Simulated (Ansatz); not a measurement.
The inner images of a band of ClF3H3NZr (9 atoms, charge 0, multiplicity 1) are given out of order.

Theory: Ansatz 0.2.0, RKS r2SCAN/def2-SVP.

First end point:

```xyz
9
Properties=species:S:1:pos:R:3
Zr -0.629 -0.264 0.025
N -0.167 0.354 2.339
H -0.091 -0.463 2.949
H 0.712 0.869 2.432
F 0.989 -1.236 0.344
F -0.472 1.636 -0.145
F -0.888 -0.713 -1.814
Cl -2.642 -1.117 0.989
H -0.896 0.947 2.743
```

Last end point:

```xyz
9
Properties=species:S:1:pos:R:3
Zr -0.606 0.213 0.009
N -0.203 -0.295 2.364
H 0.484 -1.045 2.473
H 0.161 0.510 2.879
F 1.108 1.025 0.269
F -0.813 0.544 -1.860
F -0.661 -1.700 -0.018
Cl -2.508 1.359 0.890
H -1.046 -0.597 2.856
```

Question: Put them in order from the first end to the last, with their energies above the first end.
A.
```xyz
9
Properties=species:S:1:pos:R:3
Zr -0.624 -0.127 0.017
N -0.159 0.234 2.360
H -0.058 -0.688 2.795
H 0.727 0.717 2.531
F 1.186 -0.725 0.311
F -0.526 1.655 -0.644
F -0.934 -1.339 -1.421
Cl -2.798 -0.423 1.032
H -0.898 0.710 2.882
```
B.
```xyz
9
Properties=species:S:1:pos:R:3
Zr -0.609 0.024 0.013
N -0.184 -0.073 2.389
H -0.058 -1.027 2.738
H 0.688 0.420 2.595
F 1.300 0.225 0.236
F -0.700 1.213 -1.471
F -0.830 -1.785 -0.529
Cl -2.754 0.673 0.947
H -0.935 0.344 2.944
```
C.
```xyz
9
Properties=species:S:1:pos:R:3
Zr -0.610 0.205 0.007
N -0.195 -0.290 2.374
H 0.108 -1.256 2.520
H 0.545 0.311 2.745
F 1.079 1.065 0.285
F -0.819 0.592 -1.850
F -0.589 -1.707 -0.064
Cl -2.582 1.236 0.885
H -1.019 -0.144 2.961
```
D.
```xyz
9
Properties=species:S:1:pos:R:3
Zr -0.619 -0.084 0.026
N -0.162 0.152 2.363
H -0.079 -0.780 2.781
H 0.737 0.610 2.534
F 1.261 -0.471 0.274
F -0.547 1.568 -0.912
F -0.940 -1.577 -1.109
Cl -2.841 -0.038 1.013
H -0.895 0.633 2.891
```
E.
```xyz
9
Properties=species:S:1:pos:R:3
Zr -0.612 -0.036 0.027
N -0.177 0.052 2.375
H -0.078 -0.895 2.754
H 0.717 0.515 2.560
F 1.307 -0.193 0.251
F -0.583 1.438 -1.174
F -0.917 -1.710 -0.818
Cl -2.826 0.335 0.969
H -0.915 0.506 2.919
```
F.
```xyz
9
Properties=species:S:1:pos:R:3
Zr -0.626 -0.187 0.011
N -0.164 0.305 2.353
H -0.042 -0.592 2.830
H 0.702 0.825 2.511
F 1.089 -0.984 0.346
F -0.498 1.674 -0.384
F -0.908 -1.033 -1.676
Cl -2.722 -0.786 1.018
H -0.913 0.789 2.852
```
G.
```xyz
9
Properties=species:S:1:pos:R:3
Zr -0.609 0.104 0.000
N -0.192 -0.197 2.392
H -0.038 -1.160 2.701
H 0.657 0.322 2.629
F 1.212 0.666 0.260
F -0.788 0.907 -1.720
F -0.710 -1.778 -0.279
Cl -2.660 0.969 0.918
H -0.955 0.178 2.960
```

Answer: F (+0.058 eV), A (+0.157 eV), D (+0.220 eV), E (+0.238 eV), B (+0.203 eV), G (+0.095 eV), C (+0.011 eV).

The run took 2.9 min on 4 threads of AMD EPYC 9R45 96-Core Processor (Zen 5) (shared host), peak memory 0.24 GiB.
